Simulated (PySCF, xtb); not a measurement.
C3H4F2O, SMILES O[C@H]1CC1(F)F.

GFN2-xTB in xtb 6.7.1 at its own geometry gives an orbital gap of 9.13 eV and a dipole moment of 2.10 D.

Geometry: B3LYP-D3(BJ)/def2-SVP. One conformer was computed; it need not be the lowest.

Question: What does PySCF with B3LYP/def2-TZVP give? (An estimate is asked for; the answer gives what the named calculation found.)

Answer: gap 8.38 eV (levels -7.73 and 0.65 eV), dipole 0.90 D.
